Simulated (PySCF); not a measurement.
Vertical excitations of a molecule C₄H₁₀Si from TDDFT-M06-2X/def2-SVPD run with PySCF, as energy in eV (oscillator strength): 6.49 (0.066), 6.64 (0.409), 7.05 (0.007), 7.13 (0.015), 7.39 (0.056), 7.77 (0.004), 7.98 (0.010), 8.12 (0.005), 8.19 (0.064), 8.41 (0.013). Lowest triplet (TDA): 4.46 eV. Coordinates come from a r2SCAN-D4/def2-SVP optimisation. Other conformers were not sampled.

**Question.** Identify the compound among the candidates.
A) C=C[C@H](C)[SiH3]
B) CC1([SiH3])CC1
C) C/C=C/C[SiH3]
D) CC1C[SiH2]C1

**Answer.** C, C/C=C/C[SiH3]
